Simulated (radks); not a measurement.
Values are calculated unless marked as measured or tabulated.
Fractional charge and spin in the 5p shell of erbium: the spin-up occupation runs from 2 to 3 and the spin-down occupation from 2 to 3; the fullest corner is Er2+, [Kr] 4d10 4f(up 6, down 6) 5s2 5p(up 3, down 3). Code: a radial shooting solver on a logarithmic mesh with Libxc functionals. Model: scalar-relativistic Kohn-Sham, BLYP, spin-polarised, spherical densities, point nucleus. Energy (eV) above the fullest corner. The planes named below are the two flat planes that join the four corners, with an edge along up + down = one added electron.

| down \ up | 2 | 2.25 | 2.5 | 2.75 | 3 |
|---|---|---|---|---|---|
| 2 | 108.598 | 91.908 | 76.100 | 61.164 | 47.092 |
| 2.25 | 91.908 | 76.156 | 61.274 | 47.253 | 34.082 |
| 2.5 | 76.100 | 61.274 | 47.307 | 34.187 | 21.905 |
| 2.75 | 61.164 | 47.253 | 34.187 | 21.956 | 10.548 |
| 3 | 47.092 | 34.082 | 21.905 | 10.548 | 0.000 |

Corners above the fullest one (they belong to Er3+ and the next ion): (up 3, down 2) 47.092 eV, (up 2, down 3) 47.092 eV, (up 2, down 2) 108.60 eV. With half an added electron in each spin the energy lies 0.215 eV from the planes, and with half an added electron in spin up alone -1.745 eV. The planes are only a guide here: the flat-plane condition holds for ground states with one frontier orbital, while this shell lies below other occupied shells, so the corners above the fullest one are inner-hole states and not the ground states of those ions.
